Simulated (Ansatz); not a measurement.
Basis sets compared for TeMe2 (C2H6Te). Total charge 0; singlet. Geometry PBE-D4/def2-TZVP. Ansatz on 4 threads of Intel Xeon on a shared host; times are rough, and most runs start from earlier orbitals.

Cartesian coordinates in Å:
```
Te -1.1227 0.9014 -0.2363
C -0.9892 -1.1060 0.5494
H -0.3806 -1.1059 1.4600
H -0.5602 -1.7707 -0.2080
H -2.0101 -1.4270 0.7872
C 1.0063 1.0922 -0.5459
H 1.3447 0.3342 -1.2603
H 1.5285 0.9889 0.4112
H 1.1832 2.0929 -0.9572
```

In the def2 sets Te takes a core potential; there is no spin–orbit coupling.

Binding counts from free atoms (Te triplet, C triplet, H doublet) in the same basis, without a counterpoise term.

```
                         level  functions  energy (Eh)  HOMO (eV)  LUMO (eV)  binding per atom (eV)  wall time
               PBE-D4/def2-SVP         84    -347.6451      -4.48      -1.02                   3.59      1.2 s
PBE-D4/def2-TZVP (with forces)        148    -347.7505      -4.64      -1.28                   3.59      2.8 s
           r2SCAN-D4/def2-TZVP        148    -347.9221      -4.85      -1.04                   3.53        3 s
              PBE0-D4/def2-SVP         84    -347.6817      -5.57      -0.19                   3.55      1.5 s
             PBE0-D4/def2-TZVP        148    -347.7832      -5.67      -0.47                   3.54        3 s
```

(1) Estimate the rows for PBE-D4/def2-TZVPD, r2SCAN-D4/def2-TZVPD, PBE0-D4/def2-TZVPD.

## Answers

(1) 
| level | functions | energy (Eh) | HOMO (eV) | LUMO (eV) | binding per atom (eV) | wall time |
| --- | --- | --- | --- | --- | --- | --- |
| PBE-D4/def2-TZVPD | 187 | -347.7511 | -4.66 | -1.39 | 3.59 | 3 s |
| r2SCAN-D4/def2-TZVPD | 187 | -347.9226 | -4.86 | -1.11 | 3.53 | 4.6 s |
| PBE0-D4/def2-TZVPD | 187 | -347.7837 | -5.69 | -0.63 | 3.54 | 3.8 s |
